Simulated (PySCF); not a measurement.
# Electronic absorption of C4H7NO2Si

Compound: C4H7NO2Si.
SMILES: `[H]/N=C/C1=CCO[SiH2]O1`

The calculation used TDDFT CAM-B3LYP/def2-SVPD, vertical, gas phase, core orbitals frozen in the response (PySCF). Isolated species at its GFN2-xTB geometry (one conformer only). Torsions of this conformer, `[H]/[N:1]=[CH:2]/[C:3]1=[CH:4][CH2:5][O:6][SiH2:7][O:8]1`: N1–C2–C3–C4 0°.

Question: Predict the UV-vis stick spectrum at this level.

Answer: 

| state | E (eV) | E (kJ/mol) | λ (nm) | f | main configurations (H = HOMO, L = LUMO) |
| --- | --- | --- | --- | --- | --- |
| S1 | 4.67 | 451 | 265.4 | 0.0009 | H-1→L (96%) |
| S2 | 4.90 | 473 | 252.9 | 0.175 | H→L (98%) |
| S3 | 6.14 | 592 | 202.0 | 0.0034 | H→L+1 (89%) |
| S4 | 6.64 | 641 | 186.7 | 0.0007 | H→L+2 (92%) |
| S5 | 6.90 | 666 | 179.7 | 0.015 | H-3→L (50%), H-2→L (43%) |
| S6 | 7.02 | 677 | 176.6 | 0.030 | H-2→L (54%), H-3→L (40%) |
| S7 | 7.10 | 685 | 174.7 | 0.0004 | H→L+3 (73%), H→L+4 (15%) |
| S8 | 7.23 | 698 | 171.4 | 0.0083 | H→L+5 (75%), H→L+3 (9%) |

Triplets, Tamm–Dancoff:

```json
{"state": "T1", "E (eV)": "3.00", "λ (nm)": "413.0", "main configurations (H = HOMO, L = LUMO)": "H→L (91%)"}
{"state": "T2", "E (eV)": "3.95", "λ (nm)": "313.6", "main configurations (H = HOMO, L = LUMO)": "H-1→L (93%)"}
{"state": "T3", "E (eV)": "5.22", "λ (nm)": "237.5", "main configurations (H = HOMO, L = LUMO)": "H-4→L (60%), H-6→L (11%), H→L+8 (11%)"}
```

The lowest singlet comes at 265 nm (451 kJ/mol) in the ultraviolet; it is very weak; its leading configuration is HOMO-1→LUMO (96%). The strongest level in the table is S2 at 4.90 eV (253 nm, f = 0.175). Löwdin shares by element: HOMO carbon 51% or more, oxygen 18% or more, nitrogen 10% (atoms not listed hold the other 21%); LUMO carbon 55% or more, nitrogen 25% (atoms not listed hold the other 20%). The oscillator strengths of these states sum to 0.234; summed over the whole spectrum of an exact calculation they would give the number of electrons, 68 (Thomas–Reiche–Kuhn). The listed states span 2.56 eV, and the widest gap between neighbours is 1.23 eV (S2 to S3). Orbital energies (eV): HOMO-3 -10.58, HOMO-2 -9.76, HOMO-1 -9.25, HOMO -8.00, LUMO -0.24, LUMO+1 1.06, LUMO+2 1.40. Only the lowest 8 singlets were computed, as vertical energies without vibronic structure.
